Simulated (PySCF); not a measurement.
I: electron affinity

I⁻ [Xe] → I [Kr] 4d10 5s2 5p5 [5p1/2^2 5p3/2^3, M_J = 3/2], as a difference of total energies. Calculation: PySCF 2.14, in x2c-SVPall-2c with one added diffuse shell each of s, p type (7s9p4d, 54 functions); the two-component X2C-1e Hamiltonian. Correlated levels: [Ar] 3d10 frozen; the 6 highest virtual spinors dropped. "Screened" scales the spin-orbit matrix elements by Boettger's factors to mimic the two-electron term; Breit and QED terms are absent.

| method | electron affinity (eV) | error (eV) |
| --- | --- | --- |
| GHF (spin-free) | 2.465 | -0.594 |
| GMP2 (spin-free) | 3.062 | +0.003 |
| GHF (screened spin-orbit) | 2.167 | -0.892 |
| GMP2 (screened spin-orbit) | 2.770 | -0.289 |

Reference: 3.059 eV (measured; photodetachment measurements, as compiled on the Wikipedia data page of electron affinities).

The spin-free rows lack the spin-orbit shift.

Errors of the correlated levels include the incompleteness of this basis and the frozen core.
